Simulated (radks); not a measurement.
Coulomb parameter of the 4f shell of neutral holmium in the model configuration [Xe] 4f10 5d1 6s2, as a second difference U = [E(n + 0.25) + E(n - 0.25) - 2 E(n)] / (0.25)^2 with all orbitals relaxed. "Bare": the charge of the atom changes with n. "Screened": the 5d shell takes up the change at fixed total charge, which measures U(4f,4f) + U(5d,5d) - 2 U(4f,5d). Calculated with a radial shooting solver on a logarithmic mesh with Libxc functionals: scalar-relativistic Kohn-Sham, r2SCAN, spin-unpolarised, spherical densities, finite nucleus; meta-GGA in the generalised Kohn-Sham scheme; Fermi nuclear charge, rms radius 5.2022 fm.

case                      configuration  E - E(n) (eV)
start                 [Xe] 4f10 5d1 6s2          0.000
bare +0.25         [Xe] 4f10.25 5d1 6s2         -1.935
bare -0.25          [Xe] 4f9.75 5d1 6s2          2.806
screened +0.25  [Xe] 4f10.25 5d0.75 6s2         -1.669
screened -0.25   [Xe] 4f9.75 5d1.25 6s2          2.010

U(bare) = 13.939 eV, U(screened by 5d) = 5.466 eV, against the Slater integral F0(4f,4f) = 32.113 eV with frozen orbitals. The step up makes a negative ion, whose loosely bound charge lowers the bare value.
